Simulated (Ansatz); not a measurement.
One change: `C=C(N)[O][GeH3]` becomes `C=CC(=C)N`.

Ansatz, PBE0-D4/def2-TZVP geometries, multiplicity 1. Each molecule was computed in one conformer, which needn't be the lowest.

Scalar relativity is left out up to krypton.

```csv
property,`C=C(N)[O][GeH3]`
size of the dipole moment (ωB97M-V/def2-TZVPP) / D,2.06
HOMO–LUMO gap (B3LYP/def2-TZVPP) / eV,5.81
HOMO–LUMO gap (ωB97M-V/def2-TZVPP) / eV,10.20
LUMO energy (B3LYP/def2-TZVPP) / eV,-0.05
HOMO–LUMO gap (PBE/def2-TZVPP) / eV,4.26
HOMO energy (PBE0/def2-TZVPP) / eV,-6.06
```

(1) Give the same properties after the change, and the shifts. (An estimate is asked.)

## Answers

(1) The calculation gave: 
```csv
property,`C=CC(=C)N`,shift
size of the dipole moment (ωB97M-V/def2-TZVPP) / D,1.23,-0.83
HOMO–LUMO gap (B3LYP/def2-TZVPP) / eV,5.01,-0.80
HOMO–LUMO gap (ωB97M-V/def2-TZVPP) / eV,9.58,-0.62
LUMO energy (B3LYP/def2-TZVPP) / eV,-0.87,-0.82
HOMO–LUMO gap (PBE/def2-TZVPP) / eV,3.45,-0.81
HOMO energy (PBE0/def2-TZVPP) / eV,-6.08,-0.02
```

Dipoles are sizes alone; their direction can turn.

B3LYP here is the variant with VWN-RPA as its local correlation; programs differ in this.
